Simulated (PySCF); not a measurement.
Zn(NH2)2 (singlet state).
Geometry (PBE0-D3(BJ)/def2-SVP, Å), atoms numbered from 1 in this order:
```xyz
7
H4N2Zn angstrom
Zn     0.0336   -0.0414    0.0001
N      0.2097   -0.0067    1.8063
H     -0.0937    0.8317    2.2947
H     -0.1360   -0.8046    2.3331
N     -0.0008   -0.2101   -1.8067
H      0.8122    0.1063   -2.3289
H     -0.8250    0.1248   -2.2985
```

Computed with PySCF, PBE0-D3(BJ)/def2-SVP geometry optimisation, gas phase.

**Question.** Which atoms are bound to Zn1, and at what distances?

**Answer.** 2 atoms: N5 1.815 Å, N2 1.815 Å. The nearest atom not counted as bound is H3, at 2.46 Å (others tie with it).

**Question.** What is the shape at Zn1?

**Answer.** Almost linear: angle 173.8°.

**Question.** What are the other bond lengths?

**Answer.** N2–H3 and 3 like bonds 1.017 Å.

Point group: C2 (every atom within 0.08 Å of its image). Charge 0, singlet. PBE0-D3(BJ)/def2-SVP frequencies: not computed here.

The run took 14 s on one thread, x86-64 server, no GPU, on a shared host. This is the geometry optimisation.
